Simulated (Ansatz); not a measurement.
`[Cl][SnH]([Cl])[Br]` → `[Cl][Sn][Cl]` + HBr at 700 K and 1 bar (stannylene formation by 1,1-elimination).

Computed with Ansatz on PBE0-D4/def2-TZVP structures; ΔE is electronic, products minus reactants. CBS: MP2 limit from def2 TZ/QZ plus the TZ coupled-cluster correction, frozen cores. Elements past krypton have def2 core potentials. For Br, Sn outer-core shells are correlated without core-valence functions, which leaves a few kJ/mol of doubt a bond. Scalar relativity is left out up to krypton.

```json
{"species": "`[Cl][SnH]([Cl])[Br]`", "CCSD(T)/CBS energy (Eh)": "-3707.63582", "H − E (kJ/mol)": "84.2", "S (J/(mol·K))": "446.3"}
{"species": "`[Cl][Sn][Cl]`", "CCSD(T)/CBS energy (Eh)": "-1133.69328", "H − E (kJ/mol)": "41.3", "S (J/(mol·K))": "353.9"}
{"species": "HBr", "CCSD(T)/CBS energy (Eh)": "-2573.91920", "H − E (kJ/mol)": "36.5", "S (J/(mol·K))": "223.7"}
```

H − E and S are ideal-gas, rigid-rotor, harmonic terms from PBE0-D4/def2-TZVP. 1 Eh = 2625.50 kJ/mol, R = 8.31446 J/(mol·K).

By hand: ΔE, ΔH, ΔS and ΔG.

ΔE = (-1133.69328) + (-2573.91920) − (-3707.63582) = 0.02334 Eh = 61.3 kJ/mol. Δ(H − E) = 41.3 + 36.5 − 84.2 = -6.4, so ΔH = 54.9 kJ/mol. ΔS = 353.9 + 223.7 − 446.3 = 131.3 J/(mol·K). ΔG = 54.9 − 700 × (131.3)/1000 = -37.0 kJ/mol.

By hand: the equilibrium constant, and the temperature at which ΔG would vanish if ΔH and ΔS stayed fixed.

log₁₀ K = −ΔG/(RT ln 10) = 2.8. ΔG = 0 at ΔH/ΔS = 418 K.

The number of gas molecules changes by +1, which sets the sign of ΔS. A doubt of 5 kJ/mol in ΔE shifts log₁₀ K by 0.4 here. These are equilibria of isolated gas molecules and say nothing of rates. Largest T1 diagnostic: 0.014 (customary marks: 0.02 for closed shells, 0.045 for open ones).
